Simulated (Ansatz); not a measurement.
Cost and result for the atomization energy of C$_{2}$H$_{9}$NSi$_{2}$ (`N[SiH2]/C=C/[SiH3]`) (14 atoms, 13 bonds).

Cartesian coordinates in Å:
```
N -2.403 -0.895 -0.546
Si -1.876 0.548 0.210
C -0.019 0.713 0.361
C 0.838 -0.215 -0.077
Si 2.688 -0.069 0.064
H -2.368 -1.018 -1.543
H -2.428 -1.774 -0.058
H -2.459 0.597 1.578
H -2.380 1.702 -0.584
H 0.385 1.612 0.832
H 0.421 -1.109 -0.546
H 3.026 1.219 0.725
H 3.328 -0.116 -1.280
H 3.248 -1.195 0.862
```

Total charge 0; spin multiplicity 1. Geometry: relaxed with PBE0-D4/def2-TZVP. It is one conformer, not always the lowest. Program: Ansatz. All runs use 4 threads of an Arm Neoverse V2 on a shared host. Times are those of one run each, without the atoms' runs, and a repeat can differ threefold. Electronic energies, without spin–orbit coupling; frozen cores. CCSD(T)/CBS adds CCSD(T) − MP2 in def2-TZVPP to the MP2 limit, and its time is that of the two runs behind it. T1 = 0.011.

CCSD(T)/CBS is a level of theory with its own doubt, some kJ/mol a heavy atom from the limit and from the frozen cores, so smaller differences don't rank the functionals.

```csv
level,functions,wall time
LDA (SPW92)/def2-TZVPP,303,1.5 s
revPBE-D4/def2-TZVPP,303,2.5 s
PBE-D4/def2-TZVPP (with forces),303,3 s
PBE0-D4/def2-TZVPP,303,4.2 s
CAM-B3LYP-D4/def2-TZVPP,303,4.6 s
r2SCAN-D4/def2-TZVPP (with forces),303,6 s
CCSD(T)/def2-SVP,123,7.5 s
ωB97X-V/def2-TZVPP,303,9.5 s
B97M-V/def2-TZVPP,303,12 s
ωB97M-V/def2-TZVPP (with forces),303,13 s
MP2/def2-QZVPP,581,28 s
CCSD(T)/def2-TZVPP,303,14 min
CCSD(T)/CBS(def2),–,14 min
```

What atomization energy does each give, and how far from CCSD(T)/CBS? (Estimate.)

Computed: 
```
                             level  atomization (kJ/mol)  difference from CCSD(T)/CBS  per bond
            LDA (SPW92)/def2-TZVPP                5534.8                        598.1      46.0
              revPBE-D4/def2-TZVPP                4876.3                        -60.4      -4.6
   PBE-D4/def2-TZVPP (with forces)                4969.0                         32.3       2.5
                PBE0-D4/def2-TZVPP                4915.0                        -21.7      -1.7
           CAM-B3LYP-D4/def2-TZVPP                4961.2                         24.5       1.9
r2SCAN-D4/def2-TZVPP (with forces)                4924.5                        -12.2      -0.9
                  CCSD(T)/def2-SVP                4626.4                       -310.3     -23.9
                ωB97X-V/def2-TZVPP                4957.7                         21.0       1.6
                 B97M-V/def2-TZVPP                4944.1                          7.4       0.6
  ωB97M-V/def2-TZVPP (with forces)                4949.2                         12.5       1.0
                    MP2/def2-QZVPP                4907.1                        -29.6      -2.3
                CCSD(T)/def2-TZVPP                4804.9                       -131.8     -10.1
                 CCSD(T)/CBS(def2)                4936.7                          0.0       0.0
```

From PBE to PBE0 (25 % exact exchange), in def2-TZVPP and without D4, the atomization energy moves by −49.6 kJ/mol: exact exchange takes away binding that semilocal exchange gives to molecules. At CCSD(T), def2-SVP lies −310.4 kJ/mol from the extrapolated value and def2-TZVPP −131.8 kJ/mol: correlation converges slowly with the basis, and small sets miss more of it in the bonded molecule than in its fragments. The D4 term adds +48.8 kJ/mol with B3LYP and +25.8 kJ/mol with PBE0; it sums over pairs of atoms, weighted by their polarisabilities, and B3LYP, whose exchange is more repulsive, gets the larger term.

B3LYP here is the variant with VWN-RPA as its local correlation; programs differ in this.
